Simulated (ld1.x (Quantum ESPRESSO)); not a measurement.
**Plane-wave convergence, TM potential for S (Z = 16)**

S (Z = 16), norm-conserving Troullier–Martins (Kleinman–Bylander form), made with ld1.x (Quantum ESPRESSO) 7.5 (PBE, scalar-relativistic). Core [Ne], reference 3s2 3p2.5 (charge +1.5). Waves: 3s (bound): rc 1.10 bohr; 3d channel at 0.25 Ry: rc 1.30 bohr; 3p (bound): rc 1.40 bohr. Local part: the p channel. Core correction: none.

The pseudo-atom Hamiltonian at the reference potential is diagonalised in spherical Bessel functions j_l(qr) that vanish at 20 bohr, with q² up to the cutoff. All-electron valence levels (Ry): 3s -2.4520, 3p -1.6341.

Problem. How do the lowest levels (Ry) of each channel move with the cutoff, and are there ghosts?

Solution.

```
cutoff (Ry)     s #1     s #2     d #1     p #1     p #2     f #1  Σ f·Δε (mRy)
          8  -2.2848  -0.5841  -0.5016  -1.6054  -0.4317  -0.1512         406.4
         12  -2.3641  -0.5982  -0.5287  -1.6313  -0.4391  -0.1513         182.9
         18  -2.4046  -0.6067  -0.5508  -1.6325  -0.4397  -0.1513          98.9
         30  -2.4092  -0.6077  -0.5737  -1.6337  -0.4398  -0.1513          86.7
         40  -2.4275  -0.6116  -0.5893  -1.6338  -0.4399  -0.1513          50.1
         50  -2.4423  -0.6149  -0.5980  -1.6339  -0.4399  -0.1513          20.1
         60  -2.4473  -0.6162  -0.6019  -1.6341  -0.4399  -0.1513           9.6
         80  -2.4483  -0.6164  -0.6044  -1.6341  -0.4399  -0.1513           7.5
        110  -2.4506  -0.6170  -0.6047  -1.6341  -0.4399  -0.1513           2.8
        140  -2.4516  -0.6172  -0.6047  -1.6341  -0.4399  -0.1513           0.9
        180  -2.4518  -0.6172  -0.6047  -1.6341  -0.4399  -0.1513           0.5
        400  -2.4520  -0.6173  -0.6047  -1.6341  -0.4399  -0.1513           0.0
```

Result: no extra level below or beside the all-electron valence levels (s, d, p, f tested); 10 mRy is reached at 60 Ry and 1 mRy at 140 Ry.
